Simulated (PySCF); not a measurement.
# Which is lower?

The two ends of one reaction step of Si2H6ClF, closed shell (PBE0-D4/def2-TZVP).

A:

```csv
atom,x (Å),y (Å),z (Å)
Si1,-0.9239,-0.5321,-0.7166
Cl2,2.0772,2.3779,-0.5765
H3,-0.8352,-1.8428,-1.4097
H4,-2.3528,-0.1850,-0.5085
Si5,0.2766,-0.5321,1.2954
H6,1.1675,1.8276,-1.2993
F7,-0.3222,0.5733,-1.7396
H8,0.1528,0.7749,1.9880
H9,-0.3342,-1.5964,2.1393
H10,1.7050,-0.8572,1.0545
```

B:

```csv
atom,x (Å),y (Å),z (Å)
Si1,-1.0729,0.5565,0.1567
Cl2,-0.1381,2.0405,-0.9808
H3,-1.9340,-0.2091,-0.7756
H4,-1.9227,1.2785,1.1352
Si5,0.5714,-0.7475,1.1877
H6,0.7446,0.5013,-2.3186
F7,0.9853,-0.3331,-2.6503
H8,1.3985,0.1316,2.0538
H9,-0.1043,-1.7730,2.0271
H10,1.4164,-1.4009,0.1599
```

Computed with PySCF 2.14 with density fitting (its default auxiliary sets; JK sets also for MP2 and CCSD(T)) (basis: def2-TZVPP); correlated methods freeze the cores. B3LYP uses VWN-RPA correlation.

Problem. Which structure is lower at CCSD(T), and by how much? (Judge from chemistry; the value comes from the calculation.)

Solution. Computed: A, by 28.8 kJ/mol (electronic energy, against the other). By their contacts, A is a complex of Si₂H₅F ([F][SiH2][SiH3]) + HCl and B is a complex of Si₂H₅Cl ([SiH3][SiH2][Cl]) + HF.

All methods give the same order:

| method | E(B) − E(A) (kJ/mol) |
| --- | --- |
| SPW92 | 19.0 |
| PBE-D4 | 17.7 |
| r2SCAN-D4 | 25.9 |
| PBE0-D4 | 18.3 |
| B3LYP-D4 | 29.3 |
| BHLYP-D4 | 31.9 |
| wB97M-V | 26.2 |
| HF | 40.2 |
| MP2 | 23.8 |
| CCSD | 31.2 |
| CCSD(T) | 28.8 |

The T1 diagnostic stays at or below 0.012.

Labels in which every atom is bracketed show which atoms are joined, not bond orders.

For scale, one of the runs: CCSD(T)/def2-TZVPP, 241 basis functions, launched by `OMP_NUM_THREADS=4 python run.py`. The run took 24 min on 4 CPU threads of an Intel Xeon (shared host), with 4.5 GiB of host memory at its peak.
